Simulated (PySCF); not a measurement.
Co²⁺: ionisation energy

Co²⁺ [Ar] 3d7 (4F) → Co³⁺ [Ar] 3d6 (5D), as a difference of total energies. All numbers are calculated (PySCF 2.14, scalar relativity by spin-free X2C-1e, in ANO-RCC-VTZP). Correlated levels: valence: [Ar] frozen; valence and next inner shell: [Ne] frozen. The calculations carry no spin-orbit coupling.

| method | ionisation energy (eV) |
| --- | --- |
| UHF | 31.682 |
| LDA | 34.669 |
| PBE | 34.481 |
| PBE0 | 34.094 |
| r2SCAN | 34.186 |
| wB97X | 34.031 |
| PBEsol | 34.365 |
| BHandHLYP | 33.767 |
| MP2 (valence) | 33.637 |
| SCS-MP2 (valence) | 33.650 |
| MP2 (valence and next inner shell) | 34.005 |
| SCS-MP2 (valence and next inner shell) | 33.846 |

Task: How much does correlation contribute at MP2 (valence and next inner shell)?

Result: 34.005 − (31.682) = 2.323 eV, measured against UHF.

A first-order spin-orbit estimate (lowest level to lowest level, LS coupling) adds 0.029 eV.

Errors of the correlated levels include the incompleteness of this basis and the frozen core.

For comparison: 33.5 ± 0.06 eV (semi-empirical (NIST evaluation); NIST Atomic Spectra Database, ionization energies).
